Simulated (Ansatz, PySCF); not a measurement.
Gas-phase reaction (SMILES): CC[Si](N)(N)N + O (H2O) → N[Si](N)(N)O + CC (C2H6) [ethane]; water cleaves one Si-C bond, a model of a ligand-exchange step.

Structures are relaxed separately at B3LYP-D3(BJ)/def2-TZVP in Ansatz (a program for electronic structure), one conformer each, not searched for the lowest. Correlated levels leave the core frozen unless marked. No spin-orbit coupling. No relativistic terms. CBS(X,Y): correlation extrapolated as X^-3; Hartree-Fock from the larger set. [CCSD(T)-MP2]/basis is that difference in the basis named. Thermal terms are rigid-rotor harmonic-oscillator values from B3LYP-D3(BJ) frequencies (Ansatz or PySCF) at 298.15 K and 1 atm. 1 Eh = 627.5095 kcal/mol.

```json
[
 {"species": "CC[Si](N)(N)N", "E, RI-MP2/CBS(cc-pV(T+d)Z,cc-pV(Q+d)Z)+[CCSD(T)-MP2]/cc-pV(T+d)Z (Ansatz) (Eh)": "-536.03414", "E, r2SCAN-D4/def2-TZVPD (Ansatz + dftd4) (Eh)": "-536.64855", "H - E (Eh)": "0.15561"},
 {"species": "O (H2O)", "E, RI-MP2/CBS(cc-pV(T+d)Z,cc-pV(Q+d)Z)+[CCSD(T)-MP2]/cc-pV(T+d)Z (Ansatz) (Eh)": "-76.37659", "E, r2SCAN-D4/def2-TZVPD (Ansatz + dftd4) (Eh)": "-76.42298", "H - E (Eh)": "0.02495"},
 {"species": "N[Si](N)(N)O", "E, RI-MP2/CBS(cc-pV(T+d)Z,cc-pV(Q+d)Z)+[CCSD(T)-MP2]/cc-pV(T+d)Z (Ansatz) (Eh)": "-532.73985", "E, r2SCAN-D4/def2-TZVPD (Ansatz + dftd4) (Eh)": "-533.32131", "H - E (Eh)": "0.10285"},
 {"species": "CC (C2H6)", "E, RI-MP2/CBS(cc-pV(T+d)Z,cc-pV(Q+d)Z)+[CCSD(T)-MP2]/cc-pV(T+d)Z (Ansatz) (Eh)": "-79.71807", "E, r2SCAN-D4/def2-TZVPD (Ansatz + dftd4) (Eh)": "-79.79874", "H - E (Eh)": "0.07887"}
]
```

**Question.** Work out ΔE and ΔH at 298.15 K at the first level, then ΔH at the second.

**Answer.** 
1. ΔE = [(-532.73985) + (-79.71807)] - [(-536.03414) + (-76.37659)] = -0.04719 Eh = -29.6 kcal/mol at RI-MP2/CBS(cc-pV(T+d)Z,cc-pV(Q+d)Z)+[CCSD(T)-MP2]/cc-pV(T+d)Z.
2. The terms H - E add up to 0.00116 Eh, so ΔH = (-0.04719 + (0.00116))×627.5095 = -28.9 kcal/mol.
3. At r2SCAN-D4/def2-TZVPD the same steps give ΔE = -30.4 and ΔH = -29.7 kcal/mol, a shift of -0.8 from the first level.
4. These values are not checked against measurement here, since the tables used lack a sound gas-phase enthalpy of formation for at least one species.
